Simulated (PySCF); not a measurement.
# Nd (neodymium, neutral) across methods

[Xe] 4f3 5d1 6s2, one real determinant (an excited configuration). Computed with PySCF 2.14 in ANO-RCC-VTZP, with the spin-free X2C one-electron Hamiltonian (Gaussian nucleus).

| method | E (hartree) | mean ε 6s α (eV) | mean ε 6s β (eV) | mean ε 5d α (eV) | Σ⟨r²⟩ (bohr²) | ⟨S²⟩ |
| --- | --- | --- | --- | --- | --- | --- |
| UHF | -9619.22283 | -5.346 | -4.850 | -6.988 | 93.97 | 6.012 |
| PBE | -9622.51 | -3.989 | -3.629 | -3.435 | 88.90 | 6.004 |
| r2SCAN | -9622.85 | -4.115 | -3.633 | -3.856 | 90.24 | 6.014 |
| PBE0 | -9622.50 | -4.519 | -4.132 | -4.387 | 89.31 | 6.005 |

Q: Estimate the same row for LDA.

A: E (hartree) = -9615.11; mean ε 6s α (eV) = -4.153; mean ε 6s β (eV) = -3.794; mean ε 5d α (eV) = -3.381; Σ⟨r²⟩ (bohr²) = 88.11; ⟨S²⟩ = 6.003.

⟨L²⟩ = 40.14 against 72 for a pure L term, so this real determinant mixes terms. Spin-orbit coupling, absent here, splits the open shell strongly.
